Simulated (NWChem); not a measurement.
System meant: C2H6Sb cation; SMILES [CH3][Sb+][CH3]

The following NWChem deck was run.

```
start job
memory heap 200 mb stack 900 mb global 1100 mb
charge 1
geometry units angstroms noautoz
  Sb     0.000000     0.000000     0.368381
  C      1.586657    -0.008063    -1.066441
  H      1.721171    -1.081228    -1.350820
  H      2.534925     0.352943    -0.624695
  H      1.312445     0.547897    -1.985742
  C     -1.586657     0.008063    -1.066441
  H     -1.312445    -0.547897    -1.985742
  H     -1.721171     1.081228    -1.350820
  H     -2.534925    -0.352943    -0.624695
end
basis spherical
  * library def2-svp
end
ecp
  Sb library def2-ecp
end
dft
  xc xpbe96 cpbe96
  iterations 4
  mulliken
end
task dft energy
```

End of the output:

```
    Atom       Charge   Shell Charges
 -----------   ------   -------------------------------------------------------
    1 Sb  23    21.99   1.30  0.68  1.06  0.63  2.79  3.06  1.43  0.85  9.49  0.69
    2 C    6     6.24   1.96  0.61  0.35  1.86  1.41  0.04
    3 H    1     0.91   0.59  0.25  0.07
    4 H    1     0.93   0.61  0.25  0.07
    5 H    1     0.93   0.61  0.25  0.07
    6 C    6     6.24   1.96  0.61  0.35  1.86  1.41  0.04
    7 H    1     0.93   0.61  0.25  0.07
    8 H    1     0.91   0.59  0.25  0.07
    9 H    1     0.93   0.61  0.25  0.07

 center of mass
 --------------
 x =  -0.00000000 y =   0.00000000 z =   0.19012355

 moments of inertia (a.u.)
 ------------------
         208.997343122409           0.000000000000          -0.000000000000
           0.000000000000         493.315302102299          -0.000000000000
          -0.000000000000          -0.000000000000         307.215512961467

     Multipole analysis of the density
     ---------------------------------

     L   x y z        total         alpha         beta         nuclear
     -   - - -        -----         -----         ----         -------
     0   0 0 0      1.000000    -20.000000    -20.000000     41.000000

     1   1 0 0     -0.000000     -0.000000     -0.000000      0.000000
     1   0 1 0      0.000000      0.000000      0.000000      0.000000
     1   0 0 1     -0.407868     10.282930     10.282930    -20.973729

     2   2 0 0    -21.742775   -104.503635   -104.503635    187.264494
     2   1 1 0     -0.367165      0.083737      0.083737     -0.534639
     2   1 0 1     -0.000000     -0.000000     -0.000000      0.000000
     2   0 2 0    -23.816707    -17.586951    -17.586951     11.357195
     2   0 1 1     -0.000000     -0.000000     -0.000000     -0.000000
     2   0 0 2    -24.426404    -62.978042    -62.978042    101.529681

 ------------------------------------------------------------------------
 dft energy failed                                                                                  0
 ------------------------------------------------------------------------
 ------------------------------------------------------------------------
  current input line :
    26: task dft energy
 ------------------------------------------------------------------------
 ------------------------------------------------------------------------
 This type of error is most commonly associated with calculations not reaching convergence criteria
 ------------------------------------------------------------------------
 For more information see the NWChem manual at https://nwchemgit.github.io

0:dft energy failed:Received an Error in Communication
```

**Question.** Find the fault in this run and fix the input.

**Answer.** Convergence was not reached. Cause: the SCF was allowed too few iterations. This input runs:
```
start job
memory heap 200 mb stack 900 mb global 1100 mb
charge 1
geometry units angstroms noautoz
  Sb     0.000000     0.000000     0.368381
  C      1.586657    -0.008063    -1.066441
  H      1.721171    -1.081228    -1.350820
  H      2.534925     0.352943    -0.624695
  H      1.312445     0.547897    -1.985742
  C     -1.586657     0.008063    -1.066441
  H     -1.312445    -0.547897    -1.985742
  H     -1.721171     1.081228    -1.350820
  H     -2.534925    -0.352943    -0.624695
end
basis spherical
  * library def2-svp
end
ecp
  Sb library def2-ecp
end
dft
  xc xpbe96 cpbe96
  iterations 150
  mulliken
end
task dft energy
```
It converges to -319.58646 Ha (PBE/def2-SVP with def2 effective core potentials on Sb).
